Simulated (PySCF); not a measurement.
## Spinor energies of Sm (samarium, neutral)

Start: [Xe] 4f5 6s2 7s1; 4f7/2 filled at m_j = -1/2, +1/2, +3/2, +5/2, +7/2; 7s1/2 filled at m_j = +1/2. Calculated with PySCF 2.14 in x2c-TZVPall-2c with one added diffuse shell each of s, p, d, f type (12s12p11d5f1g, 147 functions): generalised Hartree-Fock with the X2C-1e Hamiltonian and a Gaussian nucleus; spin-orbit coupling (SO) screened by Boettger's factors. This is a chosen level, not necessarily the ground level.

| spinor shell | electrons | ε, screened SO (eV) | weight of nominal j (screened SO) | rms radius, screened SO (bohr) |
| --- | --- | --- | --- | --- |
| 1s1/2 | 2 | -47065.0 | 1.000 | 0.0259 |
| 2s1/2 | 2 | -7813.0 | 1.000 | 0.105 |
| 2p1/2 | 2 | -7390.2 | 1.000 | 0.0900 |
| 2p3/2 | 4 | -6783.1 | 1.000 | 0.0962 |
| 3s1/2 | 2 | -1767.1 | 1.000 | 0.271 |
| 3p1/2 | 2 | -1584.3 | 1.000 | 0.263 |
| 3p3/2 | 4 | -1458.6 | 1.000 | 0.276 |
| 3d3/2 | 4 | -1144.7 | 0.997 | 0.248 |
| 3d5/2 | 6 | -1117.9 | 0.998 | 0.251 |
| 4s1/2 | 2 | -379.10 | 1.000 | 0.614 |
| 4p1/2 | 2 | -306.96 | 0.982 | 0.633 |
| 4p3/2 | 4 | -278.66 | 0.991 | 0.661 |
| 4d3/2 | 4 | -158.01 | 0.731 | 0.717 |
| 4d5/2 | 6 | -152.59 | 0.821 | 0.723 |
| 5s1/2 | 2 | -57.616 | 1.000 | 1.50 |
| 5p1/2 | 2 | -35.791 | 0.903 | 1.69 |
| 5p3/2 | 4 | -30.865 | 0.951 | 1.77 |
| 4f7/2 | 5 | -20.750 | 0.647 | 0.991 |
| 7s1/2 | 1 | -6.949 | 0.013 | 2.90 |
| 6s1/2 | 2 | -5.246 | 0.987 | 4.71 |

```
   quantity   screened SO
E (hartree)  -10426.01069
        M_J             8
       ⟨J²⟩        77.307
       ⟨L²⟩        36.858
       ⟨S²⟩        11.737
```

The determinant has a definite M_J but mixes levels of different J.

Each row is a mean over spinors that exchange with the open shell spreads, by up to 16.547 eV (4d5/2).

Rows whose weight is well below 1 are mixtures of j = l ± 1/2: exchange outweighs spin-orbit coupling there, and the label is only the starting occupation.

Breit and QED terms are absent; they matter most for the inner s and p1/2 levels.

Densities and radii are taken from the X2C orbitals without a picture-change correction, which distorts them close to the nucleus.
